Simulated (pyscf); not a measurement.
Structures and frequencies: ωB97X-D3(BJ)/def2-SVP in PySCF. MP2 and CC: frozen core, UHF for open shells. ΔMP2 is the change of the MP2 total energy from the triple- to the quadruple-zeta basis.

Q: PBE/def2-TZVP puts the barrier of H₃C–Se• (SMILES C[Se]) → •H₂C–SeH (SMILES [CH2][SeH]) (hydrogen shift; doublet surface; C–H broken, H–Se formed) at 181.5 kJ/mol and the reaction energy at +80.1 kJ/mol, from the reactant's lowest minimum found. What do r²SCAN/def2-TZVP, ωB97M-D3(BJ)/def2-TZVP, CCSD(T)/def2-TZVPP + ΔMP2(QZVPP) give on the same structures?

A: r²SCAN: ΔE‡ = 184.6 kJ/mol, ΔE = +75.2 kJ/mol; ωB97M-D3(BJ): ΔE‡ = 207.9 kJ/mol, ΔE = +96.2 kJ/mol; CCSD(T): ΔE‡ = 198.4 kJ/mol, ΔE = +86.9 kJ/mol. PBE's barrier lies under all of them, by 3.1 to 26.4 kJ/mol. Its reaction energy lies among theirs. This is the saddle that the search found; another between the same sides may lie lower. The CCSD(T) − MP2 part came from Ansatz, without density fitting, on the same reference. The frozen core leaves the outer d or s,p core shells of the metals and heavy elements correlated in the MP2 and CC values, and def2-TZVPP describes them poorly, which can shift differences by a few kcal/mol. Elements up to Kr have no core potential and no relativistic terms here.
